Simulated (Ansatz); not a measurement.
Total energies of `NC(O)=[Se]`.

Z-matrix (Å, degrees):
```
N
C 1 1.329
H 1 1.003 2 119.0
H 1 1.006 2 120.6 3 180.0
O 2 1.331 1 111.8 3 180.0
Se 2 1.805 1 125.4 3 -0.0
H 5 0.967 2 106.3 1 180.0
```

Charge 0, multiplicity 1. Correlated methods include outer-core shells of Se, which these sets cover unevenly. Scalar relativity is left out up to krypton. The structure was optimised at the PBE0-D4/def2-TZVP level. It is one conformer, not always the lowest. Basis def2-TZVPP, Ansatz 0.2.0.

RPA on PBE orbitals: Hartree–Fock energy of these orbitals -2568.79997 Eh, correlation -1.32847 Eh (frozen core).

| functional | energy without D4 (Eh) | D4 term (kJ/mol) |
| --- | --- | --- |
| LDA (SPW92) | -2566.77835 | – |
| PBE | -2570.98022 | -13.1 |
| revPBE | -2571.28027 | -43.4 |
| BLYP | -2571.52402 | -29.9 |
| r2SCAN | -2571.42955 | -3.0 |
| B97M-V | -2571.05447 | – |
| PBE0 | -2571.05627 | -10.9 |
| B3LYP | -2571.56360 | -21.5 |
| r2SCANh | -2571.41518 | -3.2 |
| r2SCAN0 | -2571.39491 | -3.5 |
| HSE06 (plane-wave form) | -2571.05145 | -10.1 |
| BHLYP | -2571.41691 | -16.1 |
| CAM-B3LYP | -2571.58182 | -11.0 |
| LC-ωPBE | -2571.08881 | – |
| ωB97X-V | -2571.24769 | – |
| ωB97M-V | -2571.33638 | – |
| B2PLYP | -2571.02450 | – |
| PBE-QIDH | -2570.71136 | – |

B3LYP takes the VWN-RPA correlation (the form of Gaussian; ORCA's B3LYP/G). HSE06 is the plane-wave form, built on full-range PBE exchange. The double hybrids freeze the cores in their second-order part.

LC-ωPBE has ω = 0.4 bohr⁻¹.
